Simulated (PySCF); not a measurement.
H₄PSi, SMILES [SiH3][PH], multiplicity 2.

Geometry optimised at PBE-D3(BJ)/def2-TZVP. The isomer is the one that the SMILES or the coordinates give; other isomers of the formula were not compared.

Two levels are set side by side: PBE/def2-TZVPD (PySCF) and PBE0/def2-TZVPD (PySCF). Same geometry, gas phase. Differences are taken from unrounded values.

| quantity | PBE0 |
|---|---|
| α-spin orbital gap (eV) | 7.19 |
| β-spin orbital gap (eV) | 4.46 |
| dipole moment (D) | 0.56 |
| mean polarisability (bohr³) | 59.1 |

Q: What does PBE give, and how far is it from PBE0? (The exact figures need the calculation; the answer reports its results.)

A: 
| quantity | PBE | PBE minus PBE0 |
|---|---|---|
| α-spin orbital gap (eV) | 5.25 | -1.94 |
| β-spin orbital gap (eV) | 2.35 | -2.11 |
| dipole moment (D) | 0.54 | -0.02 |
| mean polarisability (bohr³) | 61.2 | 2.2 |

PBE's more diffuse valence density responds more strongly to a field. Differences between two approximate levels are no errors against the true value.

Rough cost on one machine, each run with all the roots and properties that it gave: PBE0 against PBE within a factor of 2.
